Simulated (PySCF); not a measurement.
## Trend along the second period: MCd molecules

PBE0 with triple-zeta basis sets in PySCF, for the lowest determinant that a PBE0 search found; no spin–orbit coupling. De refers to high-spin ground-configuration atoms. A positive dipole means M(−)Cd(+).

| M | basis | state (unpaired electrons) | Re (Å) | ωe (cm⁻¹) | De (eV) | μ (D) |
| --- | --- | --- | --- | --- | --- | --- |
| Li | def2-TZVP | doublet (σ ↑) | 3.054 | 154 | 0.17 | -0.41 |
| B | def2-TZVPP | doublet (π ↑) | 2.424 | 267 | 0.45 | 1.92 |
| C | x2c-TZVPPall | triplet (π ↑↑) | 2.176 | 405 | 1.03 | 3.14 |
| N | x2c-TZVPPall | quartet (σ ↑, π ↑↑) | 2.334 | 222 | 0.17 | 1.24 |
| O | def2-TZVPP | triplet (σ ↑, π ↑) | 2.092 | 418 | 0.96 | 2.75 |
| F | def2-TZVPP | doublet (σ ↑) | 1.992 | 507 | 2.41 | 3.68 |

(1) By what factor does the well depth vary along the series?

The rows differ in basis set, which adds steps of its own.

The state changes along the series, so neighbouring rows are not always alike in their bonding.

Weak bonds: CdB, CdN, LiCd. Basis-set superposition, not corrected here, can be much of De in a small basis, most of all at correlated wavefunction levels. Functionals without a dispersion term scatter widely for such bonds, and LDA overbinds them. Spin–orbit coupling is left out. States were picked by a PBE0 search and need not be the measured ground states.

Results:

(1) At PBE0 it runs from 0.17 eV (LiCd) to 2.41 eV (CdF), a factor of 14.2.
